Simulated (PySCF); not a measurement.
**Working out the ionisation energy of Co⁺**

Co⁺ [Ar] 3d8 (3F) → Co²⁺ [Ar] 3d7 (4F). All numbers are calculated (PySCF 2.14, the spin-free X2C one-electron Hamiltonian (Gaussian nucleus), in x2c-SVPall (5s3p3d1f, 36 functions)). Frozen: [Ar]. Energies in hartree (1 hartree = 27.21139 eV):

```csv
part,Co⁺ (lower),Co²⁺ (upper)
UHF,-1391.337194,-1390.815145
MP2 opposite-spin,-0.115406,-0.059486
MP2 same-spin,-0.073137,-0.047577
```

Q: What does Hartree-Fock give?

A: (-1390.815145) − (-1391.337194) = 0.522049 hartree = 14.206 eV.

Q: What do MP2 and SCS-MP2 (6/5 opposite-spin, 1/3 same-spin) give?

A: The opposite-spin parts differ by 1.522 eV and the same-spin parts by 0.696 eV. MP2: 14.206 + (1.522) + (0.696) = 16.424 eV. SCS-MP2: 14.206 + 1.2 × (1.522) + (0.696)/3 = 16.264 eV.

Reference: 17.084 eV (measured; NIST Atomic Spectra Database, ionization energies), between the lowest levels; spin-orbit coupling is absent from the calculation.

A double-zeta basis recovers only part of the correlation energy.

What remains against the reference includes basis incompleteness, the frozen core and correlation beyond second order.
